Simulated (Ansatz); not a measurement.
Calculation: Ansatz (an electronic-structure program) with B3LYP-D3(BJ)/def2-TZVP. No frequencies were computed at this level.

Ansatz 0.2 input:
```yaml
crystal:
  periodic: [false, false, false]
  atoms:
    - { symbol: Si, position_ang: [-1.218395, -0.163326, 0.143177] }
    - { symbol: Ga, position_ang: [1.174314, 0.153088, -0.144697] }
    - { symbol: Br, position_ang: [2.750411, -1.564064, -0.324671] }
    - { symbol: Br, position_ang: [2.24956, 2.226024, -0.258035] }
    - { symbol: H, position_ang: [-1.759691, 1.10482, 0.649788] }
    - { symbol: H, position_ang: [-1.790295, -0.506181, -1.167113] }
    - { symbol: H, position_ang: [-1.404009, -1.255139, 1.109307] }
basis:
  gaussian: { orbitals: def2-tzvp }
hamiltonian:
  xc: b3lyp
  dispersion: d3bj
relax:
  max_steps: 150
```

Output:

```
Functional definition: B3LYP
1622 factors; their error is unknown
mean field evaluation 1: about -200401.8340 eV, gradient 3.0e1 eV
mean field evaluation 2: about -200400.7313 eV, gradient 4.5e1 eV
mean field evaluation 4: about -200403.3806 eV, gradient 1.3e0 eV
mean field evaluation 8: about -200403.3870 eV, gradient 1.2e-2 eV
mean field evaluation 16: about -200404.2466 eV, gradient 1.8e-4 eV
mean field -200404.24657021 eV, -7364.7202225779 hartree, gradient 3.3e-5 eV, S^2 0.000000; 0 other end points of the search recorded, 0 dependent functions left out
reference -200404.24686080 eV, -7364.7202332570 hartree; 59, 59 occupied and 140, 140 virtual orbitals, 1622 factors
relax step   1: F+E_penalty+E_count = -200404.62444672 eV  Δ(F+E_penalty+E_count) = +0.000e0 eV  max|allowed force component| = 4.904e-1 eV/Å  Δτ_max = 0.0000 Å  (28 SCF iters, accepted)
these checks for a lower state are left out or cut short: starts, cluster_reference, orbital_swaps, neighbouring_geometries, increment
1622 factors; their error is unknown
mean field -200404.26875306 eV, -7364.7210377826 hartree, gradient 2.6e-5 eV, S^2 0.000000; 0 other end points of the search recorded, 0 dependent functions left out
reference -200404.26904295 eV, -7364.7210484361 hartree; 59, 59 occupied and 140, 140 virtual orbitals, 1622 factors
relax step   2: F+E_penalty+E_count = -200404.64976649 eV  Δ(F+E_penalty+E_count) = -2.532e-2 eV  max|allowed force component| = 7.015e-2 eV/Å  Δτ_max = 0.0680 Å  (30 SCF iters, accepted)
these checks for a lower state are left out or cut short: starts, cluster_reference, orbital_swaps, neighbouring_geometries, increment
1622 factors; their error is unknown
mean field evaluation 32: about -200404.2686 eV, gradient 1.3e-5 eV
mean field -200404.26857195 eV, -7364.7210311272 hartree, gradient 1.3e-5 eV, S^2 0.000000; 0 other end points of the search recorded, 0 dependent functions left out
reference -200404.26886151 eV, -7364.7210417681 hartree; 59, 59 occupied and 140, 140 virtual orbitals, 1622 factors
relax step   3: F+E_penalty+E_count = -200404.65072785 eV  Δ(F+E_penalty+E_count) = -9.614e-4 eV  max|allowed force component| = 2.111e-2 eV/Å  Δτ_max = 0.0153 Å  (32 SCF iters, accepted)
these checks for a lower state are left out or cut short: starts, cluster_reference, orbital_swaps, neighbouring_geometries, increment
1622 factors; their error is unknown
mean field -200404.26896445 eV, -7364.7210455512 hartree, gradient 1.3e-5 eV, S^2 0.000000; 0 other end points of the search recorded, 0 dependent functions left out
reference -200404.26925401 eV, -7364.7210561924 hartree; 59, 59 occupied and 140, 140 virtual orbitals, 1622 factors
relax step   4: F+E_penalty+E_count = -200404.65090983 eV  Δ(F+E_penalty+E_count) = -1.820e-4 eV  max|allowed force component| = 8.379e-3 eV/Å  Δτ_max = 0.0075 Å  (32 SCF iters, accepted)
1622 factors; their error is unknown
mean field evaluation 64: about -200404.2690 eV, gradient 3.2e-5 eV
mean field -200404.26896445 eV, -7364.7210455512 hartree, gradient 1.3e-5 eV, S^2 0.000000; 1 other end points of the search recorded, 0 dependent functions left out
reference -200404.26925401 eV, -7364.7210561924 hartree; 59, 59 occupied and 140, 140 virtual orbitals, 1622 factors
Total energy: -200404.65119940 eV, -7364.7350924264 hartree
Atom 0 at    -1.166688    -0.151775     0.146898 Å, force    -0.005588     0.001071     0.005089 eV/Å
Atom 1 at     1.203992     0.160489    -0.140008 Å, force    -0.007383     0.006185     0.008169 eV/Å
Atom 2 at     2.684020    -1.602127    -0.326225 Å, force     0.002897    -0.008379    -0.004213 eV/Å
Atom 3 at     2.191881     2.244288    -0.260529 Å, force     0.005209     0.004560    -0.004504 eV/Å
Atom 4 at    -1.768075     1.102448     0.649987 Å, force    -0.002121    -0.005931    -0.002318 eV/Å
Atom 5 at    -1.749891    -0.502536    -1.168524 Å, force     0.006634     0.000330     0.002088 eV/Å
Atom 6 at    -1.393344    -1.255563     1.106157 Å, force     0.000352     0.002163    -0.004311 eV/Å
Dipole moment:    -0.532051    -0.068168     0.068411 e Å
```

Cost: about 100 core-seconds (a rough figure).
